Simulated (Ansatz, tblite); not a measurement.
Cost and result up the ladder for OsO3⁻ (the lowest doublet isomer of a short search) (4 atoms). The state is a doublet with charge -1. Geometry: PBE-D4/def2-TZVPD.

```xyz
4

Os   -0.004    0.014    0.083
O     0.423   -1.350    1.074
O     0.090   -0.288   -1.665
O    -0.509    1.624    0.508
```

Ansatz on 4 threads of Intel Xeon on a shared host; xTB runs through tblite on one thread. Times are rough, summed over both states, and most runs start from the orbitals of an earlier one. ωB97M-V/def2-TZVPD serves as the yardstick here, not as an exact answer. Differences are given only for rows in sets of like size (and for xTB, whose basis is part of the method), since another set adds its own error. The other state is a quartet at its own geometry.

In the def2 sets Os takes a core potential; there is no spin–orbit coupling. The xTB rows come from tblite. LC-ωPBE has ω = 0.4 bohr⁻¹. Correlated methods freeze 3 core orbitals; core or outer-core shells of Os are correlated, in sets that lack core-valence functions. The rows differ in basis, and correlated rows in double-zeta sets carry the largest basis error. In CCSD on the charge -1 doublet the largest single amplitude is 0.22, so its Hartree–Fock determinant may place the open shell otherwise than the density functionals do. The structure comes from a short search, and lower isomers may exist.

Run but left out: HF/def2-SVPD, HF/def2-TZVPD, MP2/def2-SVPD, MP2/def2-TZVPD (doublet: ⟨S²⟩ 1.07 to 1.14, where a pure state has 0.75).

Correlated methods converge slowly with the basis, most of all in double-zeta sets.

xTB has no spin-polarisation term.

| level | functions | quartet − doublet (eV) | difference from ωB97M-V/def2-TZVPD (eV) | remarks |
| --- | --- | --- | --- | --- |
| RPA@PBE/def2-TZVPD | 163 | 1.39 | 0.24 | – |
| ωB97M-V/def2-TZVPD | 163 | 1.15 | 0.00 | – |
| GFN2-xTB | 21 | 1.78 | 0.63 | – |
| CAM-B3LYP-D4/def2-TZVPD | 163 | 1.15 | -0.01 | – |
| PBE-D4/def2-TZVPD | 163 | 1.31 | 0.16 | HOMO above zero (doublet), HOMO above zero (quartet) |
| r2SCAN0-D4/def2-TZVPD | 163 | 0.92 | -0.23 | – |
| r2SCAN-D4/def2-TZVPD (with forces) | 163 | 1.11 | -0.04 | HOMO above zero (doublet), HOMO above zero (quartet) |
| GFN1-xTB | 21 | 1.23 | 0.08 | – |
| LC-ωPBE/def2-TZVPD | 163 | 1.03 | -0.12 | – |
| CCSD(T)/def2-SVPD | 104 | 1.14 | – | large T1 (0.055) (doublet), spin-contaminated (⟨S²⟩ 1.14) (doublet) |
| LDA (SPW92)/def2-TZVPD | 163 | 1.59 | 0.44 | HOMO above zero (doublet), HOMO above zero (quartet) |
| PBE0-D4/def2-TZVPD | 163 | 1.08 | -0.07 | – |

Problem. Estimate how long each takes.

Solution. GFN1-xTB 0.012 s; GFN2-xTB 0.019 s; LDA (SPW92)/def2-TZVPD 5.4 s; PBE-D4/def2-TZVPD 11 s; r2SCAN-D4/def2-TZVPD (with forces) 17 s; RPA@PBE/def2-TZVPD 19 s; LC-ωPBE/def2-TZVPD 22 s; PBE0-D4/def2-TZVPD 23 s; CAM-B3LYP-D4/def2-TZVPD 26 s; r2SCAN0-D4/def2-TZVPD 29 s; ωB97M-V/def2-TZVPD 49 s; CCSD(T)/def2-SVPD 99 s. On shared hardware such times vary by a factor of up to 3.
